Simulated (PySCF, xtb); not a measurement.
C3HBrCl2, SMILES ClC(Cl)=C=CBr.

Harmonic wavenumbers (cm⁻¹) from GFN2-xTB (xtb 6.7.1) at its own minimum, in rising order: 68, 73, 192, 232, 331, 403, 458, 527, 612, 712, 770, 1130, 1308, 2008, 3064.

Q: What does TPSSh-D3(BJ)/def2-SVP (PySCF) give at its own minimum? (The exact figures need the calculation; the answer reports its results.)

A: 73, 77, 215, 249, 343, 473, 505, 560, 663, 787, 855, 1162, 1323, 2041, 3196. Paired by order, the mean absolute difference is 42 cm⁻¹ and the zero-point energies are 17.0 and 17.9 kcal/mol.
